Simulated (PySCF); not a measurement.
Frontier levels across methods

Compound: Al2Cl6.
Cartesian coordinates in Å at the PBE0-D3(BJ)/def2-SVP level; atoms count from 1:
```
atom  x, y, z in Å
Cl1   -1.7486   -2.6440    0.0773
Al2   -1.4954   -0.5773    0.0474
Cl3   -3.0745    0.7781    0.0831
Cl4   -0.0513   -0.0103   -1.6185
Al5    1.4777    0.5896   -0.0389
Cl6    1.7435    2.6547   -0.0712
Cl7    3.0485   -0.7751   -0.0718
Cl8    0.0306    0.0303    1.6270
```

Basis pcSseg-1 throughout (PySCF), one geometry. Geometry: PBE0-D3(BJ)/def2-SVP; no solvent, vibrations or thermal averaging.

**Question.** How do the orbital energies and the gap change with the method?

**Answer.** 
```csv
method,kind,HOMO (eV),LUMO (eV),gap (eV),SCF cycles
PBE,GGA,-8.21,-2.06,6.15,12
KT3,GGA,-8.30,-2.07,6.24,13
KT2,GGA,-8.32,-2.29,6.03,13
BP86,GGA,-8.33,-2.16,6.17,13
B3LYP,global hybrid,-9.33,-1.42,7.91,12
B97-2,global hybrid,-9.40,-1.19,8.21,12
PBE0,global hybrid,-9.66,-1.21,8.45,12
BHandHLYP,global hybrid,-10.91,-0.28,10.63,11
CAM-B3LYP,range-separated hybrid,-10.99,-0.18,10.81,11
```

The HOMO spans 2.78 eV, from PBE down to CAM-B3LYP, and the gap runs from 6.03 eV (KT2) to 10.81 eV (CAM-B3LYP). Over the methods PBE (0 %), KT3 (0 %), KT2 (0 %), BP86 (0 %), B3LYP (20 %), B97-2 (21 %), PBE0 (25 %), BHandHLYP (50 %), a straight line through the gap against the share of exact exchange rises by 0.90 eV for each 10 % (correlation coefficient 0.999). The dipole is below 0.03 D at every level.

The vertical ΔSCF ionisation energy at PBE0/def2-SVPD is 11.16 eV; −ε(HOMO) comes closest to it with CAM-B3LYP (10.99 eV).
